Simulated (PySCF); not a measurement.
Cl²⁺: ionisation energy

Cl²⁺ [Ne] 3s2 3p3 (4S) → Cl³⁺ [Ne] 3s2 3p2 (3P), as a difference of total energies. All numbers are calculated (PySCF 2.14, scalar relativity by spin-free X2C-1e, in cc-pVDZ-DK). Correlated levels: valence: [Ne] frozen. The calculations carry no spin-orbit coupling.

| method | ionisation energy (eV) |
| --- | --- |
| UHF | 38.953 |
| MN15 | 39.756 |
| B3LYP | 39.564 |
| MP2 (valence) | 39.378 |
| SCS-MP2 (valence) | 39.225 |
| CCSD (valence) | 39.291 |
| CCSD(T) (valence) | 39.293 |

How much does correlation contribute at CCSD(T) (valence)?

39.293 − (38.953) = 0.340 eV, measured against UHF.

The reference lies between the lowest fine-structure levels, while these numbers refer to the centres of the terms.

Errors of the correlated levels include the incompleteness of this basis and the frozen core.

For comparison: 39.8 ± 0.11 eV (semi-empirical (NIST evaluation); NIST Atomic Spectra Database, ionization energies).
